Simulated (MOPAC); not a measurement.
Input file for MOPAC: PM7 on CH6BN (SMILES BNC), a point of a bond scan (R = 0.984 Å).

```
PM7 1SCF PRECISE CHARGE=0 THREADS=1
CH6BN

B     -0.17377685 1     0.16935935 1     1.35984899 1
H     -1.04662609 1     0.51554608 1     2.09587791 1
H      0.90496525 1    -0.15002550 1     1.76046960 1
N     -0.42136335 1     0.13750334 1    -0.00246435 1
C      0.50465876 1    -0.25211116 1    -1.05318898 1
H     -1.33200836 1     0.40682345 1    -0.34423305 1
H      0.66056741 1     0.48541755 1    -1.68551914 1
H      0.12956168 1    -1.11043727 1    -1.61689155 1
H      1.45669201 1    -0.52592512 1    -0.60230554 1
```

Output:

```
*******************************************************************************
 **                                                                           **
 **                              MOPAC v23.2.5                                **
 **                                                                           **
 *******************************************************************************
 ** MOPAC's Digital Object Identifier: https://doi.org/10.5281/zenodo.6511958 **
 **                                                                           **
 ** Please cite the open-source release paper for use of this MOPAC version:  **
 ** J. E. Moussa and J. J. P. Stewart (2026)                                  **
 ** MOPAC: An open-source semiempirical molecular orbital program             **
 ** J. Open Source Softw., 11(119), 8025, https://doi.org/10.21105/joss.08025 **
 *******************************************************************************

                              PM7 CALCULATION RESULTS

 *******************************************************************************
 *  PM7        - The PM7 Hamiltonian to be used
 *
 *
 *
 *                 CHARGE ON SYSTEM = 0
 *
 *
 *
 *  PRECISE    - TIGHTER CRITERIA TO BE USED
 *  1SCF       - DO 1 SCF AND THEN STOP
 *  THREADS=1  - MULTI-THREADING NOT USED
 *  T=         - A TIME OF 172800.0 SECONDS REQUESTED
 *  DUMP=N     - RESTART FILE WRITTEN EVERY 7200.0 SECONDS REQUESTED
 *******************************************************************************
PM7 1SCF PRECISE CHARGE=0 THREADS=1
 CH6BN

   ATOM   CHEMICAL          X               Y               Z
  NUMBER   SYMBOL      (ANGSTROMS)     (ANGSTROMS)     (ANGSTROMS)

     1       B         -0.17377685  *   0.16935935  *   1.35984899  *
     2       H         -1.04662609  *   0.51554608  *   2.09587791  *
     3       H          0.90496525  *  -0.15002550  *   1.76046960  *
     4       N         -0.42136335  *   0.13750334  *  -0.00246435  *
     5       C          0.50465876  *  -0.25211116  *  -1.05318898  *
     6       H         -1.33200836  *   0.40682345  *  -0.34423305  *
     7       H          0.66056741  *   0.48541755  *  -1.68551914  *
     8       H          0.12956168  *  -1.11043727  *  -1.61689155  *
     9       H          1.45669201  *  -0.52592512  *  -0.60230554  *



          CARTESIAN COORDINATES

    NO.       ATOM           X           Y           Z

     1         B         -0.1738      0.1694      1.3598
     2         H         -1.0466      0.5155      2.0959
     3         H          0.9050     -0.1500      1.7605
     4         N         -0.4214      0.1375     -0.0025
     5         C          0.5047     -0.2521     -1.0532
     6         H         -1.3320      0.4068     -0.3442
     7         H          0.6606      0.4854     -1.6855
     8         H          0.1296     -1.1104     -1.6169
     9         H          1.4567     -0.5259     -0.6023

 General Reference for PM7:
 "Optimization of Parameters for Semiempirical Methods VI: More Modifications to the
 NDDO Approximations and Re-optimization of Parameters", J. J. P. Stewart, J. Mol. Mod., 1:32, 19 (2013)
 https://link.springer.com/article/10.1007/s00894-012-1667-x

           Empirical Formula: C H6 N B  =     9 atoms



      MOLECULAR POINT GROUP   :   Cs


      RHF CALCULATION, NO. OF DOUBLY OCCUPIED LEVELS = 9


 -------------------------------------------------------------------------------
 PM7 1SCF PRECISE CHARGE=0 THREADS=1
 CH6BN



     1SCF WAS SPECIFIED, SO BFGS WAS NOT USED
     SCF FIELD WAS ACHIEVED


                              PM7 CALCULATION
                                                       MOPAC v23.2.5 Linux




          FINAL HEAT OF FORMATION =        -14.83453 KCAL/MOL =     -62.06769 KJ/MOL


          COSMO AREA              =         92.06 SQUARE ANGSTROMS
          COSMO VOLUME            =         74.14 CUBIC ANGSTROMS

          IONIZATION POTENTIAL    =         10.326141 EV
          HOMO LUMO ENERGIES (EV) =        -10.326  0.360
          NO. OF FILLED LEVELS    =          9
          MOLECULAR WEIGHT        =         42.8751         POINT GROUP:  Cs

          MOLECULAR DIMENSIONS (Angstroms)

            Atom       Atom       Distance
            H     8    H     2     4.22041
            H     6    H     3     2.95238
            H     8    H     7     1.63114


          SCF CALCULATIONS        =          1





   ATOM   CHEMICAL          X               Y               Z
  NUMBER   SYMBOL      (ANGSTROMS)     (ANGSTROMS)     (ANGSTROMS)

     1       B         -0.17377685  *   0.16935935  *   1.35984899  *
     2       H         -1.04662609  *   0.51554608  *   2.09587791  *
     3       H          0.90496525  *  -0.15002550  *   1.76046960  *
     4       N         -0.42136335  *   0.13750334  *  -0.00246435  *
     5       C          0.50465876  *  -0.25211116  *  -1.05318898  *
     6       H         -1.33200836  *   0.40682345  *  -0.34423305  *
     7       H          0.66056741  *   0.48541755  *  -1.68551914  *
     8       H          0.12956168  *  -1.11043727  *  -1.61689155  *
     9       H          1.45669201  *  -0.52592512  *  -0.60230554  *

                             CARTESIAN COORDINATES

   1    B       -0.173776850     0.169359350     1.359848990
   2    H       -1.046626090     0.515546080     2.095877910
   3    H        0.904965250    -0.150025500     1.760469600
   4    N       -0.421363350     0.137503340    -0.002464350
   5    C        0.504658760    -0.252111160    -1.053188980
   6    H       -1.332008360     0.406823450    -0.344233050
   7    H        0.660567410     0.485417550    -1.685519140
   8    H        0.129561680    -1.110437270    -1.616891550
   9    H        1.456692010    -0.525925120    -0.602305540


           Empirical Formula: C H6 N B  =     9 atoms



      MOLECULAR POINT GROUP   :   Cs


                  EIGENVALUES
 -35.79664 -25.04853 -18.14528 -16.43648 -15.49997 -13.55792 -12.80560 -11.16486
 -10.32614   0.36046   2.33912   4.12710   4.52317   5.05975   5.31267   6.16927
   6.47095   7.53235


              NET ATOMIC CHARGES AND DIPOLE CONTRIBUTIONS

  ATOM NO.   TYPE          CHARGE      No. of ELECS.   s-Pop       p-Pop
    1          B          -0.118661        3.1187     0.71752     2.40114
    2          H           0.043211        0.9568     0.95679
    3          H           0.046091        0.9539     0.95391
    4          N          -0.408598        5.4086     1.52956     3.87904
    5          C          -0.265280        4.2653     1.03895     3.22633
    6          H           0.263112        0.7369     0.73689
    7          H           0.131266        0.8687     0.86873
    8          H           0.146054        0.8539     0.85395
    9          H           0.162806        0.8372     0.83719
 DIPOLE           X         Y         Z       TOTAL
 POINT-CHG.     0.229    -0.341    -1.707     1.755
 HYBRID        -0.385     0.095    -0.815     0.906
 SUM           -0.156    -0.247    -2.521     2.538


          ATOMIC ORBITAL ELECTRON POPULATIONS

     Atom    s        px        py        pz
    1  B   0.71752   1.08936   0.52661   0.78517
    2  H   0.95679
    3  H   0.95391
    4  N   1.52956   1.18709   1.50289   1.18906
    5  C   1.03895   1.06154   1.14610   1.01869
    6  H   0.73689
    7  H   0.86873
    8  H   0.85395
    9  H   0.83719

 **********************
 *                    *
 * JOB ENDED NORMALLY *
 *                    *
 **********************




 == MOPAC DONE ==
```

The run finished.

Cost: very roughly 0.03 core-seconds.
